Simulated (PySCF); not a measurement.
Simulated characterisation data

PySCF 2.14.0 with density-fitted response routines calculation with coordinates at the GFN2-xTB level and shieldings: GIAO PBE0/pcSseg-1; non-relativistic Hamiltonian, a single conformation, no solvent, rapidly exchanging positions averaged.

Referencing at the same level of theory: TMS for ¹H and ¹³C. Splittings of carbon signals by F and P are missing where no couplings were computed. Where no couplings were computed, multiplicities follow the n + 1 count of equivalent neighbours, and m marks all less simple cases (inequivalent or close neighbours, rings, F or P nearby). Shifts are as computed. Against solution values, carbons near 30 ppm lie about +3 ppm off and those near 130 ppm about +5 ppm. Of 1211 compounds with measured shifts, 218 miss one by over three times the rms of a fit or turn the order of signals round; such compounds aren't used in these exercises.

**1.** `CC(C)[P@@](C)(=O)C(F)(F)F`, C₅H₁₀F₃OP. ¹H NMR (400 MHz, computed): δ 1.74 (m, 1H), 1.58 (m, 3H), 1.42 (m, 3H), 1.25 (m, 3H). ¹³C{¹H} NMR (computed): δ 132.4 (C), 32.5 (CH), 16.5 (CH3), 15.2 (CH3), 13.7 (CH3).

**2.** `InChI=1S/C4H8NP/c1-3-5(2)4-6/h3H2,1-2H3`. ¹H NMR (400 MHz, computed): δ 3.02 (s, 3H), 2.70 (q, 2H), 1.52 (t, 3H). ¹³C{¹H} NMR (computed): δ 159.9, 48.7, 45.6, 15.8.
